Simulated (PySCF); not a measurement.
C₃H₇O (SMILES C[CH]OC), doublet, geometry from GFN2-xTB; DF-PBE/def2-SVP in PySCF.

Here is a job for PySCF.
```python
from pyscf import gto, scf, dft

mol = gto.M(
    atom='''
O     0.07101639   -0.66456001    0.19109071
C    -0.06692834    0.67303357   -0.09082657
C     1.35818535   -1.19034893    0.02589577
C    -1.44549983    1.21108447   -0.04695723
H     0.68863969    1.12953665   -0.71319426
H     1.29299347   -2.25508650    0.24458366
H     1.71840718   -1.04941663   -1.00022698
H     2.07110162   -0.72074430    0.71400912
H    -1.97038421    1.09659057   -1.00448575
H    -2.01653063    0.67958044    0.71033681
H    -1.42690127    2.27340509    0.19157975
''',
    basis='def2-svp',
    spin=1,
    verbose=4,
)

mf = dft.UKS(mol)
mf.xc = 'pbe'
mf = mf.density_fit(auxbasis='def2-universal-jkfit')
mf.kernel()
```

Question: Write the output that PySCF gives for this input, abridged.

Answer: 
```
PySCF version 2.14.0

[INPUT] verbose = 4
[INPUT] num. atoms = 11
[INPUT] num. electrons = 33
[INPUT] charge = 0
[INPUT] spin (= nelec alpha-beta = 2S) = 1
[INPUT] symmetry False subgroup None
[INPUT] Mole.unit = angstrom
[INPUT] Symbol           X                Y                Z      unit          X                Y                Z       unit  Magmom
[INPUT]  1 O      0.071016390000  -0.664560010000   0.191090710000 AA    0.134201527455  -1.255836412238   0.361109106849 Bohr   0.0
[INPUT]  2 C     -0.066928340000   0.673033570000  -0.090826570000 AA   -0.126476232572   1.271849119938  -0.171637342134 Bohr   0.0
[INPUT]  3 C      1.358185350000  -1.190348930000   0.025895770000 AA    2.566598337897  -2.249433470369   0.048935913085 Bohr   0.0
[INPUT]  4 C     -1.445499830000   1.211084470000  -0.046957230000 AA   -2.731598791805   2.288617962014  -0.088736304268 Bohr   0.0
[INPUT]  5 H      0.688639690000   1.129536650000  -0.713194260000 AA    1.301340412605   2.134514916159  -1.347741825012 Bohr   0.0
[INPUT]  6 H      1.292993470000  -2.255086500000   0.244583660000 AA    2.443403539151  -4.261495872204   0.462196131944 Bohr   0.0
[INPUT]  7 H      1.718407180000  -1.049416630000  -1.000226980000 AA    3.247318940686  -1.983110021264  -1.890155054601 Bohr   0.0
[INPUT]  8 H      2.071101620000  -0.720744300000   0.714009120000 AA    3.913814837943  -1.362009332841   1.349281687242 Bohr   0.0
[INPUT]  9 H     -1.970384210000   1.096590570000  -1.004485750000 AA   -3.723486517067   2.072255848081  -1.898202963528 Bohr   0.0
[INPUT] 10 H     -2.016530630000   0.679580440000   0.710336810000 AA   -3.810690612497   1.284220911211   1.342342027097 Bohr   0.0
[INPUT] 11 H     -1.426901270000   2.273405090000   0.191579750000 AA   -2.696452607094   4.296112990292   0.362033258513 Bohr   0.0

nuclear repulsion = 125.276416307802
number of shells = 45
number of NR pGTOs = 145
number of NR cGTOs = 91
basis = def2-svp
ecp = {}

******** <class 'pyscf.df.df_jk.DFUKS'> ********
method = DFUKS
initial guess = minao
damping factor = 0
level_shift factor = 0
DIIS = <class 'pyscf.scf.diis.CDIIS'>
diis_start_cycle = 1
diis_space = 8
diis_damp = 0
SCF conv_tol = 1e-09
SCF conv_tol_grad = None
SCF max_cycles = 50
direct_scf = False
number electrons alpha = 17  beta = 16
XC library pyscf.dft.libxc version 7.1.2
    S. Lehtola, C. Steigemann, M. J. T. Oliveira, and M. A. L. Marques,  SoftwareX 7, 1–5 (2018)
XC functionals = pbe
    J. P. Perdew, K. Burke, and M. Ernzerhof,  Phys. Rev. Lett. 77, 3865 (1996)
    J. P. Perdew, K. Burke, and M. Ernzerhof,  Phys. Rev. Lett. 78, 1396 (1997)
    J. P. Perdew, K. Burke, and M. Ernzerhof,  Phys. Rev. Lett. 77, 3865 (1996)
    J. P. Perdew, K. Burke, and M. Ernzerhof,  Phys. Rev. Lett. 78, 1396 (1997)
radial grids:
    Treutler-Ahlrichs [JCP 102, 346 (1995); DOI:10.1063/1.469408] (M4) radial grids

becke partition: Becke, JCP 88, 2547 (1988); DOI:10.1063/1.454033
pruning grids: <function nwchem_prune>
grids dens level: 3
symmetrized grids: False
atomic radii adjust function: <function treutler_atomic_radii_adjust>
small_rho_cutoff = 0
Set gradient conv threshold to 3.16228e-05
tot grids = 125096
init E= -193.447669852692

cycle= 1 E= -193.212587511909  delta_E= 0.235  |g|= 0.405  |ddm|= 2.32
cycle= 2 E= -193.025019994109  delta_E= 0.188  |g|= 0.784  |ddm|= 1.38
cycle= 3 E= -193.279499020491  delta_E= -0.254  |g|= 0.139  |ddm|= 1.01
cycle= 4 E= -193.287687690176  delta_E= -0.00819  |g|= 0.0312  |ddm|= 0.136
cycle= 5 E= -193.288171230274  delta_E= -0.000484  |g|= 0.00639  |ddm|= 0.0354
cycle= 6 E= -193.28818762208  delta_E= -1.64e-05  |g|= 0.00319  |ddm|= 0.0085
cycle= 7 E= -193.288192648183  delta_E= -5.03e-06  |g|= 0.000681  |ddm|= 0.00325
cycle= 8 E= -193.288192915721  delta_E= -2.68e-07  |g|= 0.000211  |ddm|= 0.00103
cycle= 9 E= -193.288192938504  delta_E= -2.28e-08  |g|= 9.44e-05  |ddm|= 0.000354
cycle= 10 E= -193.288192942999  delta_E= -4.5e-09  |g|= 2.85e-05  |ddm|= 0.000139
cycle= 11 E= -193.288192943471  delta_E= -4.71e-10  |g|= 7.43e-06  |ddm|= 4.85e-05
Extra cycle  E= -193.288192943437  delta_E= 3.3e-11  |g|= 1.25e-05  |ddm|= 2.48e-05
converged SCF energy = -193.288192943437  <S^2> = 0.75238693  2S+1 = 2.0023855
```
